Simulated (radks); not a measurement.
Coulomb parameter of the 4f shell of the erbium ion Er+ in the model configuration [Xe] 4f12 6s1, as a second difference U = [E(n + 0.5) + E(n - 0.5) - 2 E(n)] / (0.5)^2 with all orbitals relaxed. "Bare": the charge of the atom changes with n. "Screened": the 6s shell takes up the change at fixed total charge, which measures U(4f,4f) + U(6s,6s) - 2 U(4f,6s). Method: Dirac Kohn-Sham, LDA (Slater exchange, Perdew-Wang correlation), spin-unpolarised, spherical densities, finite nucleus; open shells are shared between the two j in proportion to 2j + 1; Fermi nuclear charge, rms radius 5.2516 fm; computed with a radial shooting solver on a logarithmic mesh with Libxc functionals.

case,configuration,E - E(n) (eV)
start,[Xe] 4f12 6s1,0.000
bare +0.5,[Xe] 4f12.5 6s1,-3.266
bare -0.5,[Xe] 4f11.5 6s1,6.939
screened +0.5,[Xe] 4f12.5 6s0.5,0.350
screened -0.5,[Xe] 4f11.5 6s1.5,1.125

U(bare) = 14.694 eV, U(screened by 6s) = 5.902 eV.
